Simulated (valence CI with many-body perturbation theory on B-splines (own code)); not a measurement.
Energy levels of La I

Level of theory: configuration interaction combined with many-body perturbation theory (CI+MBPT): three valence electrons over a frozen Dirac-Fock core [Xe], radial functions for each j: 7 s, 7 p, 7 d, 7 f, 4 g, 2 h, with the one-electron correlation potential Σ1, the two-electron term Σ2, the three-electron term Σ3, Breit, model QED; selected CI, second order for the rest, scaled by the run's own slope (own B-spline code, finite nucleus).

Set against measurement, 62 paired levels are off by 609 cm⁻¹ on average, the worst by 1408. These come from a selection out of the NIST Handbook of Basic Atomic Spectroscopic Data. Levels without a partner in it may be off by more, other configurations by several thousand cm⁻¹. 6 measured levels below the end of the list, from 15197 cm⁻¹ on, found no clear computed partner.

Levels 136 to 180 of 215, with energies above the lowest level, 5d6s² ²D_3/2. "Leading %" is the weight of the configuration and term that name the level; weights of strongly mixed levels are sums over their largest components and can fall short. Lifetimes count E1, E2, E3, M1 and M2 decay at the calculated energies, and are blank where another channel may lead or the interval is too uncertain; long ones can be off by a factor of two.

| No. | Configuration | Term | J | E (cm⁻¹) | Leading % | g | Second component | Lifetime |
| --- | --- | --- | --- | --- | --- | --- | --- | --- |
| 136 | 5d²7s | ⁴F | 7/2 | 30192 | 79 | 1.225 | 12 % 5d²7s ²F | 23.9 ns |
| 137 | 4f6s6p | ⁴G | 5/2 | 30245 | 26 | 0.821 | 13 % 5d²7s ⁴F | 59.0 ns |
| 138 | 5d²7s | ²F | 5/2 | 30289 | 47 | 0.944 | 16 % 5d²7s ⁴F | 24.7 ns |
| 139 | 4f5d6s | ²P° | 3/2 | 30414 | 20 | 1.401 | 11 % 5d6s6p ²P° | 10.0 ns |
| 140 | 4f5d6s | ⁴D° | 5/2 | 30508 | 32 | 1.338 | 21 % 5d5f6s ⁴D° | 15.2 ns |
| 141 | 4f5d6s | ⁴P° | 1/2 | 30636 | 48 | 2.619 | 16 % 5d5f6s ⁴P° | 16.4 ns |
| 142 | 4f6s6p | ⁴F | 7/2 | 30731 | 21 | 1.144 | 16 % 5f6s6p ⁴F | 151 ns |
| 143 | 4f5d6s | ⁴D° | 7/2 | 30764 | 26 | 1.341 | 21 % 5d5f6s ⁴D° | 14.6 ns |
| 144 | 5d²6p | ²F° | 5/2 | 30856 | 46 | 0.881 | 9 % 5d6s6p ²F° | 7.11 ns |
| 145 | 5d²7s | ²D | 3/2 | 30867 | 35 | 0.847 | 26 % 5d6s7s ²D | 18.6 ns |
| 146 | 4f5d6s | ⁴P° | 3/2 | 31028 | 33 | 1.634 | 16 % 5d5f6s ⁴P° | 13.7 ns |
| 147 | 5d6s7s | ⁴D | 5/2 | 31038 | 16 | 1.034 | 10 % 5d²7s ²D | 33.3 ns |
| 148 | 5d²7s | ⁴F | 9/2 | 31056 | 88 | 1.332 |  | 23.4 ns |
| 149 | 4f6s6p | ⁴G | 7/2 | 31102 | 25 | 1.114 | 14 % 5f6s6p ⁴G | 76.3 ns |
| 150 | 5d6s7s | ⁴D | 5/2 | 31183 | 18 | 1.057 | 13 % 5d²7s ²D | 28.8 ns |
| 151 | 5d²6p | ²F° | 7/2 | 31185 | 29 | 1.184 | 19 % 5d6s6p ²F° | 6.74 ns |
| 152 | 5f6s6p | ⁴F | 9/2 | 31187 | 33 | 1.324 | 32 % 4f6s6p ⁴F | 158 ns |
| 153 | 5d²7s | ²F | 7/2 | 31299 | 61 | 1.184 | 12 % 5d²7s ⁴F | 23.5 ns |
| 154 | 4f5d6s | ²G° | 9/2 | 31311 | 26 | 1.111 | 24 % 5d5f6s ²G° | 20.3 ns |
| 155 | 4f6s6p | ⁴D | 5/2 | 31421 | 21 | 1.284 | 17 % 5d6s7s ⁴D | 60.0 ns |
| 156 | 5d6s7s | ⁴D | 7/2 | 31432 | 62 | 1.350 | 6 % 5d²7s ²F | 16.9 ns |
| 157 | 4f6s6p | ⁴D | 3/2 | 31523 | 37 | 1.111 | 15 % 5f6s6p ⁴D | 75.9 ns |
| 158 | 4f6s6p | ⁴D | 1/2 | 31597 | 49 | 0.005 | 20 % 5f6s6p ⁴D | 81.3 ns |
| 159 | 4f6s6p | ⁴G | 9/2 | 31597 | 38 | 1.162 | 23 % 5f6s6p ⁴G | 202 ns |
| 160 | 4f5d6s | ⁴P° | 5/2 | 31706 | 30 | 1.498 | 24 % 5d5f6s ⁴P° | 15.5 ns |
| 161 | 5d6s7s | ²D | 3/2 | 31789 | 71 | 0.829 | 7 % 5d²6d ²D | 20.2 ns |
| 162 | 4f5d6s | ²F° | 5/2 | 31875 | 19 | 1.014 | 12 % 5d5f6s ²F° | 14.3 ns |
| 163 | 4f5d6s | ²D° | 3/2 | 32162 | 24 | 0.829 | 14 % 5d5f6s ²D° | 15.5 ns |
| 164 | 5d²6d | ⁴G | 5/2 | 32307 | 60 | 0.692 | 23 % 5d²6d ²F | 17.1 ns |
| 165 | 5d²6d | ⁴H | 7/2 | 32308 | 60 | 0.753 | 18 % 5d²6d ²G | 15.3 ns |
| 166 | 5d²6d | ²P | 1/2 | 32339 | 41 | 0.708 | 23 % 5d²6d ⁴D | 17.5 ns |
| 167 | 5d6s7p | ²P° | 1/2 | 32344 | 15 | 0.663 | 13 % 5d²6p ²P° | 9.01 ns |
| 168 | 4f5d6s | ²F° | 7/2 | 32547 | 19 | 1.161 | 15 % 5d5f6s ²F° | 13.3 ns |
| 169 | 5d6s7s | ²D | 5/2 | 32644 | 38 | 1.113 | 10 % 5d²6d ⁴G | 20.7 ns |
| 170 | 5d²6d | ⁴P | 1/2 | 32676 | 23 | 1.655 | 22 % 5d²6d ⁴D | 18.5 ns |
| 171 | 5d²6d | ⁴G | 7/2 | 32748 | 57 | 1.011 | 10 % 5d²6d ²G | 19.7 ns |
| 172 | 5d²6d | ⁴H | 9/2 | 32785 | 57 | 1.017 | 14 % 5d²6d ⁴G | 17.2 ns |
| 173 | 5f6s6p | ⁴D | 7/2 | 32789 | 25 | 1.321 | 23 % 4f6s6p ⁴D | 62.9 ns |
| 174 | 5d²6d | ⁴D | 3/2 | 32796 | 54 | 1.185 | 6 % 5d²6d ²P | 18.8 ns |
| 175 | 5d²6d | ²F | 5/2 | 32838 | 23 | 1.081 | 20 % 5d6s7s ²D | 21.5 ns |
| 176 | 5d²7p | ⁴G° | 5/2 | 32875 | 34 | 0.837 | 26 % 5d²7p ²F° | 58.3 ns |
| 177 | 5f6s6p | ⁴G | 11/2 | 32923 | 35 | 1.272 | 32 % 4f6s6p ⁴G | 124 ns |
| 178 | 4f5d² | ⁴H° | 7/2 | 33044 | 65 | 0.724 | 16 % 4f5d² ²G° | 348 ns |
| 179 | 5d²7p | ⁴F° | 3/2 | 33096 | 63 | 0.563 | 9 % 5d²7p ²D° | 55.4 ns |
| 180 | 5d²7p | ⁴G° | 5/2 | 33136 | 13 | 1.020 | 13 % 5d5f6s ²D° | 19.4 ns |

Names give the largest LS component (configuration and term), which can be under half, so a name can repeat, a term be missing and a line seem to break the LS rules; names also repeat where a configuration has a term twice.

Where two levels of one J and parity lie close, their mixing, g and order are uncertain.
